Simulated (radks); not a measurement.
Isoelectronic series with 24 electrons, all held in the configuration [Ar] 3d6, which need not be the ground one along the series. All-electron calculation, scalar-relativistic Kohn-Sham, BLYP, spin-polarised, spherical densities, finite nucleus; open shells are filled with parallel spins first (spin-orbit coupling, left out, can overturn this in heavy ions); Fermi nuclear charge, rms radius of each element as measured or else 0.836 A^(1/3) + 0.57 fm. Program: a radial shooting solver on a logarithmic mesh with Libxc functionals. Total energies (hartree) and orbital eigenvalues (eV) (* marks an orbital that is empty in some or all of the ions):

\begin{tabular}{lrrrrrrrr}
ion & E (hartree) & 4p up* & 4s down* & 4s up* & 3d down & 3d up & 3p down & 3p up \\ \hline
As9+ & -2230.43625 & -131.4574 & -147.2422 & -149.1958 & -231.6379 & -239.2194 & -325.8639 & -332.9982 \\
Br11+ & -2557.19319 & -181.5630 & -200.6082 & -202.8285 & -320.6669 & -329.2367 & -427.1389 & -435.0013 \\
Rb13+ & -2907.73716 & -238.8243 & -261.2819 & -263.7691 & -422.2252 & -431.7656 & -541.1529 & -549.7258 \\
Nb17+ & -3680.96161 & -374.6663 & -404.5294 & -407.5504 & -662.5609 & -674.0079 & -807.2455 & -817.2083 \\
Tc19+ & -4104.07884 & -453.2270 & -487.1462 & -490.4347 & -801.2372 & -813.6261 & -959.3336 & -969.9825 \\
Rh21+ & -4551.85618 & -538.8888 & -577.1454 & -580.7024 & -952.2171 & -965.5427 & -1124.157 & -1135.489 \\
Ag23+ & -5024.56137 & -631.6686 & -674.5817 & -678.4087 & -1115.489 & -1129.747 & -1301.764 & -1313.776 \\
In25+ & -5522.47877 & -731.5896 & -779.5190 & -783.6180 & -1291.050 & -1306.238 & -1492.211 & -1504.905 \\
Sb27+ & -6045.91634 & -838.6797 & -892.0307 & -896.4038 & -1478.902 & -1495.018 & -1695.568 & -1708.942 \\
I29+ & -6595.20189 & -952.9715 & -1012.198 & -1016.848 & -1679.055 & -1696.095 & -1911.907 & -1925.963 \\
Cs31+ & -7170.6887 & -1074.501 & -1140.112 & -1145.042 & -1891.518 & -1909.483 & -2141.311 & -2156.051 \\
La33+ & -7772.7515 & -1203.309 & -1275.870 & -1281.084 & -2116.310 & -2135.197 & -2383.869 & -2399.294 \\
Pr35+ & -8401.7935 & -1339.437 & -1419.580 & -1425.081 & -2353.446 & -2373.256 & -2639.675 & -2655.789 \\
Pm37+ & -9058.2346 & -1482.932 & -1571.357 & -1577.150 & -2602.950 & -2623.682 & -2908.831 & -2925.635 \\
Eu39+ & -9742.5154 & -1633.843 & -1731.326 & -1737.415 & -2864.845 & -2886.499 & -3191.442 & -3208.942 \\
\end{tabular}
